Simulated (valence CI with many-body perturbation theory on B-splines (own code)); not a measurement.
E1 transitions of Tb⁵⁹⁺

Computed by configuration interaction combined with many-body perturbation theory (CI+MBPT): four valence electrons over a frozen Dirac-Fock core [He], radial functions for each j: 11 s, 11 p, 10 d, 8 f, 5 g, 2 h, with the one-electron correlation potential Σ1 (screened to all orders), the two-electron term Σ2, the three-electron term Σ3, Breit, model QED; selected single and double excitations, second order for the rest, scaled by the run's own slope (own B-spline code, finite nucleus).

The last digits are not significant, and no measured levels were compared; by estimate large intervals hold to a few tenths of a per cent, small ones and those within an open d or f shell to about a per cent. Among the levels kept, up to 930 cm⁻¹ of a level comes from second order outside the variational space, and about a tenth of that is noise between levels of different J, which matters for small intervals.

Lines 1 to 50 of 554 in falling wavelength, among levels below 750.59 Ry, chosen from the strongest by gf and those to the six lowest levels. Wavelengths and rates use the calculated energies. Electric multipoles are in the length gauge, E1 and E2 with the static RPA response of the core. Weak lines are less certain than strong ones. Lines between different terms over intervals too small for the method are left out, as are lines whose strength nearly cancels. The highest levels of a list are the least certain.

Levels are named by their leading jj configuration (3d3/2^4 stands for four electrons in 3d with j = 3/2), which in mixed levels can hold well under half, so a name can repeat and another be missing. Letters in brackets count levels of one name in rising energy.

```tsv
λ vac (nm)	Upper	Lower	A (s⁻¹)	S (a.u.)
13.25	(2s 2p3/2^2 3p1/2) J=2 [a]	(2s 2p3/2^2 3s) J=3	8.51e+09	4.89e-02
11.20	(2s 2p1/2 2p3/2 3p1/2) J=2 [b]	(2s 2p1/2 2p3/2 3s) J=3	1.24e+10	4.30e-02
10.33	(2s 2p3/2^2 3d5/2) J=4 [a]	(2s 2p3/2^2 3p3/2) J=3 [a]	8.52e+09	4.16e-02
9.791	(2s 2p1/2 2p3/2 3d5/2) J=4 [a]	(2s 2p1/2 2p3/2 3p3/2) J=3 [a]	1.32e+10	5.49e-02
9.766	(2s 2p3/2^2 3d5/2) J=3 [c]	(2s 2p3/2^2 3p3/2) J=2 [c]	1.89e+10	6.09e-02
9.739	(2s 2p1/2 2p3/2 3d5/2) J=5	(2s 2p1/2 2p3/2 3p3/2) J=4	2.45e+10	1.23e-01
9.696	(2s 2p1/2 2p3/2 3d5/2) J=3 [c]	(2s 2p1/2 2p3/2 3p3/2) J=2 [d]	1.84e+10	5.80e-02
9.662	(2s 2p1/2 2p3/2 3d5/2) J=2 [c]	(2s 2p1/2 2p3/2 3p3/2) J=1 [c]	1.76e+10	3.91e-02
9.658	(2s 2p3/2^2 3d5/2) J=5	(2s 2p3/2^2 3p3/2) J=4	2.38e+10	1.17e-01
9.649	(2p1/2^2 2p3/2 3d5/2) J=4	(2p1/2^2 2p3/2 3p3/2) J=3	2.69e+10	1.07e-01
9.637	(2s 2p1/2^2 3d5/2) J=3	(2s 2p1/2^2 3p3/2) J=2	2.54e+10	7.87e-02
9.608	(2p1/2^2 2p3/2 3d5/2) J=3	(2p1/2^2 2p3/2 3p3/2) J=2	2.25e+10	6.91e-02
9.606	(2p1/2 2p3/2^2 3d5/2) J=3	(2p1/2 2p3/2^2 3p3/2) J=2 [a]	1.96e+10	6.01e-02
9.586	(2p1/2 2p3/2^2 3d5/2) J=4	(2p1/2 2p3/2^2 3p3/2) J=3 [a]	2.59e+10	1.01e-01
9.578	(2s^2 2p3/2 3d5/2) J=4	(2s^2 2p3/2 3p3/2) J=3	2.05e+10	7.99e-02
9.574	(2s^2 2p1/2 3d5/2) J=2	(2s^2 2p1/2 3p3/2) J=1	1.85e+10	4.01e-02
9.551	(2s 2p3/2^2 3d5/2) J=4 [b]	(2s 2p3/2^2 3p3/2) J=3 [b]	2.05e+10	7.92e-02
9.441	(2s 2p1/2 2p3/2 3d5/2) J=3 [d]	(2s 2p1/2 2p3/2 3p3/2) J=2 [e]	2.07e+10	6.03e-02
9.409	(2s 2p1/2 2p3/2 3d5/2) J=4 [a]	(2s^2 2p3/2 3d5/2) J=3	9.72e+09	3.60e-02
9.396	(2s 2p1/2 2p3/2 3d5/2) J=4 [b]	(2s 2p1/2 2p3/2 3p3/2) J=3 [b]	2.17e+10	7.99e-02
9.389	(2s 2p3/2^2 3d5/2) J=3 [b]	(2s 2p3/2^2 3p3/2) J=2 [b]	2.27e+10	6.50e-02
9.315	(2s 2p1/2 2p3/2 3d5/2) J=4 [c]	(2s 2p1/2 2p3/2 3p3/2) J=3 [c]	2.68e+10	9.61e-02
9.284	(2s 2p3/2^2 3d5/2) J=2 [b]	(2s 2p3/2^2 3p3/2) J=1 [b]	1.85e+10	3.66e-02
9.145	(2s^2 2p1/2 3d5/2) J=3	(2s^2 2p1/2 3p3/2) J=2	2.74e+10	7.25e-02
8.925	(2p1/2^2 2p3/2 3d5/2) J=2	(2p1/2^2 2p3/2 3p3/2) J=1	2.02e+10	3.54e-02
8.851	(2s 2p1/2^2 3d5/2) J=2	(2s 2p1/2^2 3p3/2) J=1	2.95e+10	5.05e-02
8.774	(2s 2p1/2 2p3/2 3d5/2) J=3 [a]	(2s 2p1/2 2p3/2 3p3/2) J=2 [a]	1.42e+10	3.31e-02
8.624	(2s 2p3/2^2 3d5/2) J=4 [a]	(2p1/2 2p3/2^2 3s) J=3	1.18e+10	3.37e-02
6.646	(2s 2p1/2 2p3/2^2) J=2 [a]	(2s^2 2p3/2^2) J=2	1.60e+09	1.16e-03
6.359	(2s 2p1/2 2p3/2 3p3/2) J=4	(2s^2 2p3/2 3p3/2) J=3	2.58e+10	2.94e-02
6.063	(2p1/2 2p3/2^2 3p3/2) J=4	(2s 2p3/2^2 3p3/2) J=3 [b]	3.97e+10	3.94e-02
5.446	(2s 2p1/2 2p3/2^2) J=3	(2s^2 2p3/2^2) J=2	1.22e+10	6.79e-03
5.434	(2s 2p1/2^2 2p3/2) J=2	(2s^2 2p1/2 2p3/2) J=2	9.54e+09	3.78e-03
5.344	(2p1/2^2 2p3/2 3p3/2) J=3	(2s 2p1/2 2p3/2 3p3/2) J=2 [d]	5.86e+10	3.09e-02
5.045	(2s 2p1/2^2 2p3/2) J=2	(2s^2 2p1/2 2p3/2) J=1	1.40e+10	4.43e-03
4.911	(2p1/2 2p3/2^2 3p3/2) J=2 [c]	(2s 2p3/2^2 3p3/2) J=1 [b]	6.77e+10	1.98e-02
4.641	(2p1/2^2 2p3/2 3p3/2) J=1	(2s 2p1/2 2p3/2 3p3/2) J=1 [b]	1.66e+11	2.45e-02
4.395	(2s 2p1/2 2p3/2 3d3/2) J=3 [b]	(2s 2p1/2 2p3/2 3p1/2) J=2 [b]	9.56e+10	2.80e-02
4.394	(2p1/2^2 2p3/2 3p3/2) J=3	(2s 2p1/2 2p3/2 3p3/2) J=2 [c]	8.99e+10	2.63e-02
4.385	(2p1/2 2p3/2^2 3d3/2) J=3 [b]	(2p1/2 2p3/2^2 3p1/2) J=2 [b]	1.16e+11	3.38e-02
4.376	(2p1/2 2p3/2^2 3d3/2) J=4	(2s 2p3/2^2 3d3/2) J=3 [a]	4.81e+10	1.79e-02
4.356	(2p1/2 2p3/2^2 3d3/2) J=2 [b]	(2p1/2 2p3/2^2 3p1/2) J=2 [b]	1.57e+11	3.19e-02
4.330	(2s 2p1/2 2p3/2 3d3/2) J=2 [d]	(2s 2p1/2 2p3/2 3p1/2) J=1 [c]	1.15e+11	2.30e-02
4.266	(2p1/2 2p3/2^2 3d3/2) J=1 [b]	(2p1/2 2p3/2^2 3p1/2) J=2 [b]	1.71e+11	1.97e-02
4.264	(2p1/2 2p3/2^2 3p3/2) J=3 [b]	(2s 2p3/2^2 3p3/2) J=3 [a]	1.60e+11	4.30e-02
4.260	(2s^2 2p1/2 3d3/2) J=1	(2s^2 2p1/2 3p1/2) J=0	1.54e+11	1.76e-02
4.253	(2s 2p1/2 2p3/2 3p3/2) J=1 [a]	(2s 2p1/2 2p3/2 3s) J=1 [a]	1.74e+11	1.98e-02
4.251	(2p1/2 2p3/2^2 3p3/2) J=4	(2s 2p3/2^2 3p3/2) J=3 [a]	1.58e+11	5.40e-02
4.229	(2p1/2 2p3/2^2 3p3/2) J=1 [a]	(2p1/2 2p3/2^2 3s) J=2 [b]	1.58e+11	1.77e-02
4.212	(2s 2p1/2 2p3/2 3d3/2) J=2 [b]	(2s 2p1/2 2p3/2 3p1/2) J=2 [b]	1.66e+11	3.07e-02
```
